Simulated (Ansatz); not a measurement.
Basis-set extrapolation for `C/C=C/[SiH2][SiH3]` (PBE0-D4/def2-TZVP geometry, frozen core, the Gaussian-basis code of Ansatz). Multiplicity 1, RHF reference.

|  | def2-TZVPP | def2-QZVPP |
| --- | --- | --- |
| HF | -697.335358 | -697.358659 |
| MP2 correlation | -0.753693 | -0.803413 |
| CCSD(T) correlation | -0.859191 | not run |

Energies in hartree. Use E(X) = E(∞) + A·exp(−7.88·√X) for Hartree–Fock and E(X) = E(∞) + B·X^(−2.97) for correlation, with X = 3 and 4, and add CCSD(T) minus MP2 of the smaller set to the MP2 limit.

**Question.** What is the CCSD(T) energy at the basis-set limit?

**Answer.** HF limit: -697.358659 + (-0.023301) × 0.13774 = -697.36187. MP2 limit: -0.803413 + (-0.049720) × 0.74074 = -0.84024. Higher-order term: -0.859191 − (-0.753693) = -0.10550. Total: -698.30761 hartree, 296.8 kJ/mol below CCSD(T)/def2-TZVPP.
